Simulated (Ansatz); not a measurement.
Reading a saddle point

A first-order saddle point of Si$_{2}$NH$_{8}$F, singlet, PBE0-D4/def2-TZVP, with one imaginary mode of 1054i cm⁻¹:

Si1  (-0.695, 0.246, -0.491)
Si2  (0.718, -1.358, 0.942)
H3  (-0.304, -0.842, -1.453)
H4  (-2.134, 0.025, -0.240)
N5  (-0.082, 1.608, -1.283)
H6  (-0.092, 0.263, 1.215)
F7  (-0.658, 1.296, 1.204)
H8  (1.116, -1.375, 2.381)
H9  (-0.126, -2.548, 0.668)
H10  (1.945, -1.382, 0.108)
H11  (0.354, 1.546, -2.185)
H12  (-0.042, 2.521, -0.866)
(Å)

Program: Ansatz 0.2.0. Basis: def2-TZVPP and def2-QZVPP. Cores are frozen in the correlated methods. Extrapolation: Hartree–Fock as exp(−7.88 √X), correlation as X^−2.97.

Which contacts change along the imaginary mode, and what lies on either side? (A judgement: the text doesn't fix the answer.)

Computed: The step is Si₂NH₇ ([NH2][SiH2][SiH3]) + HF → SiNH₄F ([NH2][SiH2][F]) + SiH₄, with the molecules in contact on both sides. Shortening one way: Si1–F7, Si2–H6; lengthening the same way: Si1–Si2, H6–F7.
```json
{"pair": "Si1–F7", "one side (Å)": "3.50", "saddle (Å)": "1.99", "other side (Å)": "1.60"}
{"pair": "Si2–H6", "one side (Å)": "2.73", "saddle (Å)": "1.83", "other side (Å)": "1.48"}
{"pair": "Si1–Si2", "one side (Å)": "2.36", "saddle (Å)": "2.57", "other side (Å)": "4.06"}
{"pair": "H6–F7", "one side (Å)": "0.93", "saddle (Å)": "1.18", "other side (Å)": "3.12"}
```

Which side is lower, and how far does the saddle lie above each? (To be estimated.)

By the calculation: The side with Si1–F7, Si2–H6 short is lower by 36.76 kcal/mol; the saddle lies 69.83 kcal/mol above it and 33.07 kcal/mol above the other (CCSD(T) at an estimated basis limit (MP2 extrapolated from triple and quadruple zeta, plus CCSD(T) − MP2 in triple zeta); electronic energies).

The T1 diagnostic stays at or below 0.014.

Labels in which every atom is bracketed show which atoms are joined, not bond orders.

For scale, one of the runs: CCSD(T)/def2-TZVPP, 258 basis functions, launched by `ansatz run in.yaml --threads 4 --pin off --events-out ev --progress --plain --max-ram 9574MiB`. The run took 2.8 min on 4 CPU threads of an Intel Xeon (shared host), with 5.7 GiB of host memory at its peak.
